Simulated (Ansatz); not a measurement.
Born–Oppenheimer molecular dynamics of H₄MgSn (6 atoms, charge 0, multiplicity 1). It starts from a relaxed structure.

The calculation used RKS PBE0/def2-SVP (Ansatz).

```
ensemble        : NVT, Langevin thermostat
time step       : 0.5 fs
steps asked     : 100
set temperature : 200 K
friction        : 0.001 /fs
seed            : 95368
```

First frame:

```xyz
6
Properties=species:S:1:pos:R:3
Mg 0.667 -1.641 0.702
Sn -0.301 0.735 -0.317
H 1.268 -3.105 1.334
H -1.722 0.561 -1.279
H 0.818 1.564 -1.334
H -0.729 1.887 0.893
```

(1) How far do the bonds stretch over the last three quarters of this one trajectory? (Pairs bonded in most of those frames.)

Answers

(1) 
```json
{"bond": "Mg1–Sn2", "mean (Å)": "2.784", "spread (Å)": "0.005", "shortest": "2.77", "longest": "2.79"}
{"bond": "Mg1–H3", "mean (Å)": "1.713", "spread (Å)": "0.069", "shortest": "1.62", "longest": "1.82"}
{"bond": "Sn2–H4", "mean (Å)": "1.724", "spread (Å)": "0.008", "shortest": "1.71", "longest": "1.74"}
{"bond": "Sn2–H5", "mean (Å)": "1.725", "spread (Å)": "0.010", "shortest": "1.71", "longest": "1.74"}
{"bond": "Sn2–H6", "mean (Å)": "1.732", "spread (Å)": "0.034", "shortest": "1.68", "longest": "1.78"}
```

Mean temperature of the second half: 95 K. The mean temperature of the second half is 53 % below the set value. A run of 0.05 ps of so small a system gives no equilibrium averages.

Time of the run: 100 s on 1 thread of Intel(R) Xeon(R) 6975P-C (Granite Rapids) (shared host), peak memory 0.12 GiB.
